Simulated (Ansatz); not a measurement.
The cluster Co2S2. Charge 0, multiplicity 1. Geometry r2SCAN-D4/def2-SVP; atoms count from 1.

```xyz
4

Co   -0.381    0.627   -0.843
Co    0.381   -0.627    0.843
S     1.468   -0.238   -0.841
S    -1.468    0.238    0.841
```

The program marks the result for the charge 0 singlet as doubtful (asymmetric forces). The restricted singlet is unstable: a solution with broken spin symmetry lies lower. At PBE0-D4/def2-TZVP a quintet of charge 0 lies 3.00 eV below the restricted singlet, each at its own geometry. The structure comes from a short search, and lower isomers may exist.

Estimate the Mulliken populations from the PBE0/def2-TZVP orbitals of Ansatz.


```csv
atom,charge (e),d electrons
Co1,0.45,7.93
Co2,0.45,7.93
S3,-0.46,–
S4,-0.43,–
```
Mulliken values depend strongly on the basis.

And the Mayer bond orders between heavy atoms (over 0.3)?

Co1–Co2 1.15 (2.24 Å); Co1–S3 1.15 (2.04 Å); Co1–S4 1.18 (2.04 Å); Co2–S3 1.15 (2.04 Å); Co2–S4 1.18 (2.04 Å).
